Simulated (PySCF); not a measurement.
## Electron correlation in B (boron, neutral)

[He] 2s2 3d1, 2D determinant (an excited configuration). Calculation: PySCF 2.14, in x2c-QZVPPall with one added diffuse shell each of s, p, d, f type (8s5p4d3f1g, 73 functions); the spin-free X2C one-electron Hamiltonian (Gaussian nucleus). Frozen: nothing; 5 electrons correlated.

```json
{"level": "CCSD", "correlation energy (mhartree)": "-74.11"}
{"level": "(T)", "correlation energy (mhartree)": "-7.50"}
{"level": "CCSD(T)", "correlation energy (mhartree)": "-81.61"}
```

Diagnostics: T1 = 0.029, D1 = 0.0867, largest double amplitude 0.378.

The outer electron is Rydberg-like, and this basis confines it to a smaller radius and binds it less than a complete one would. A double-excitation amplitude exceeds 0.15, a sign of near-degeneracy.

Cost of the coupled-cluster step: of the order of 80 core-seconds, for 5 correlated electrons.

This basis was not built for core-valence correlation, so the inner-shell part is incomplete.
